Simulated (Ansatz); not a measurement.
Geometry optimisation, DFT PBE-D3(BJ), scalar-relativistic, plane waves, PAW in Ansatz.

Input:

```yaml
accuracy: low
crystal:
  lattice:
    - [5.777, 0.0, 0.0]
    - [0.0, 5.777, 0.0]
    - [0.0, 0.0, 5.777]
  atoms:
    - { symbol: O, position: [0.1501775, 0.970314, 0.4528718] }
    - { symbol: H, position: [0.0452938, 0.8613818, 0.3804656] }
    - { symbol: H, position: [0.2531974, 0.8735821, 0.5430901] }
    - { symbol: O, position: [0.424041, 0.6885704, 0.1454882] }
    - { symbol: H, position: [0.5864771, 0.7154335, 0.1138276] }
    - { symbol: H, position: [0.3923557, 0.5409965, 0.0724987] }
    - { symbol: O, position: [1.0144037, 0.4373238, 0.2564893] }
    - { symbol: H, position: [0.9839605, 0.5753936, 0.3465971] }
    - { symbol: H, position: [0.9006052, 0.3271321, 0.3114181] }
    - { symbol: O, position: [0.8096313, 0.2469105, 0.914428] }
    - { symbol: H, position: [0.7655261, 0.3599341, 1.0301425] }
    - { symbol: H, position: [0.8869999, 0.1269308, 1.0023397] }
    - { symbol: O, position: [0.4033307, 0.3383677, 0.7140841] }
    - { symbol: H, position: [0.5040713, 0.4100511, 0.8273197] }
    - { symbol: H, position: [0.3315862, 0.4680794, 0.6357446] }
    - { symbol: O, position: [0.7174079, 0.743211, 0.7662274] }
    - { symbol: H, position: [0.6930133, 0.8818856, 0.6752124] }
    - { symbol: H, position: [0.7084133, 0.6189531, 0.6540287] }
    - { symbol: O, position: [0.681088, 0.1492936, 0.5261736] }
    - { symbol: C, position: [0.5251018, 0.206392, 0.3957341] }
    - { symbol: H, position: [0.448255, 0.084977, 0.2698068] }
    - { symbol: H, position: [0.4517175, 0.382799, 0.3960345] }
basis:
  ecutwfc: 420.0
kpoints:
  mp_grid: { grid: [1, 1, 1] }
hamiltonian:
  xc: pbe
  dispersion: d3bj
scf:
  occupations: { method: fermi_dirac, width: 0.05 }
  lower_state_search: "off"
relax:
  f_tol: 0.3
  max_steps: 15
  adjacent_minimum: "off"
output:
  write_density: true
  write_potential: true
  elf: true
  volumetric_format: npy
```

Command:

```bash
$ ansatz run input.yaml --threads 1 --pin off --max-ram 3072MiB --backend cpu --events-out ev --progress --plain --runs-dir out
```

**Question.** Where does it end, and by what steps?

**Answer.** The run converged. The threshold is loose, so the end isn't yet a minimum. Limits of this set-up: coarse k mesh, low accuracy level. After 12 steps the energy has fallen by 4.427 eV; H12 moved furthest, 1.36 Å.

| step | energy less start (eV) | largest force component (eV/Å) | accepted |
| --- | --- | --- | --- |
| 0 | 0.0000 | 2.525 | yes |
| 1 | -1.4452 | 1.381 | yes |
| 2 | -2.0199 | 2.131 | yes |
| 3 | -2.4369 | 1.733 | yes |
| 4 | -2.9359 | 1.294 | yes |
| 5 | -3.3494 | 1.014 | yes |
| 6 | -3.6563 | 0.887 | yes |
| 7 | -3.9649 | 0.875 | yes |
| 8 | -4.2054 | 0.584 | yes |
| 9 | -4.3467 | 0.306 | yes |
| 10 | -4.4032 | 0.425 | yes |
| 11 | -4.2688 | 1.886 | no |
| 12 | -4.4266 | 0.234 | yes |

```xyz
22
Lattice="5.7770 0.0000 0.0000 0.0000 5.7770 0.0000 0.0000 0.0000 5.7770" Properties=species:S:1:pos:R:3
O 0.616 4.694 3.069
H 1.028 4.901 2.196
H 1.378 4.734 3.680
O 1.829 4.445 0.607
H 2.522 4.538 -0.087
H 1.557 3.510 0.586
O 6.025 2.394 1.713
H 6.044 3.155 2.350
H 5.540 1.655 2.154
O 4.750 2.110 5.193
H 5.193 2.320 6.063
H 5.399 1.548 4.734
O 2.100 1.734 4.241
H 2.932 1.559 4.734
H 2.205 2.685 4.033
O 3.462 4.268 4.216
H 3.877 4.874 3.559
H 4.149 3.601 4.475
O 4.127 0.566 2.446
C 3.133 1.225 2.152
H 2.158 0.754 1.942
H 3.209 2.324 1.977
```

Run time: 31 s on 1 thread of Intel(R) Xeon(R) Processor @ 2.70GHz, with other jobs on the host, peak memory 0.36 GiB.
